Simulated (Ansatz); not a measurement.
Tl4Cl3⁺, relaxed as a singlet with RKS PBE-D4/def2-SVP in Ansatz, starting from the GFN1-xTB geometry. Force threshold 0.02 eV/Å.

In the def2 sets Tl takes a core potential; there is no spin–orbit coupling. The structure comes from a short search, and lower isomers may exist.

Start:

```
atom   x (Å)   y (Å)   z (Å)
 Tl1  -2.255   0.312   0.084
 Tl2   1.639  -2.142  -0.123
 Tl3  -0.848   1.794   2.280
 Tl4   1.870   0.236  -1.946
 Cl5   0.284   1.999  -0.378
 Cl6  -0.016  -0.933   1.843
 Cl7  -0.675  -1.266  -1.760
```

```
step  energy (eV)  largest force component (eV/Å)  SCF passes
   1  -56326.0176                           1.137          17
   2  -56326.5734                           0.403          24
   3  -56326.8427                           0.360          25
   4  -56327.0683                           0.298          18
   5  -56327.2002                           0.273          17
   6  -56327.3175                           0.122          17
   7  -56327.3716                           0.084          17
   8  -56327.3848                           0.050          18
   9  -56327.3912                           0.027          17
  10  -56327.3917                           0.006          19
```

Force components are those of the run's own axes.

End:

```
atom    x (Å)    y (Å)    z (Å)
 Tl1  -2.1987  -0.1257  -0.4601
 Tl2   0.9972  -2.8753   0.5861
 Tl3   0.3172   1.8422   2.4779
 Tl4   1.4072   1.1909  -2.4925
 Cl5  -0.2351   2.2080  -0.3379
 Cl6  -0.5483  -0.8755   1.9952
 Cl7   0.2604  -1.3646  -1.7687
```

By distances, no bond broke or formed, bridged metal pairs apart. The bond that changes most is Tl1–Cl7, from 2.90 to 3.05 Å (atoms count from 1). Metal–metal contacts that move far: Tl2–Tl4 3.00 to 5.12 Å, Tl1–Tl3 3.00 to 4.34 Å.

No frequencies were taken in this run, so the end may be a saddle point.

Run time 23 s (4 threads of Intel Xeon on a shared host).
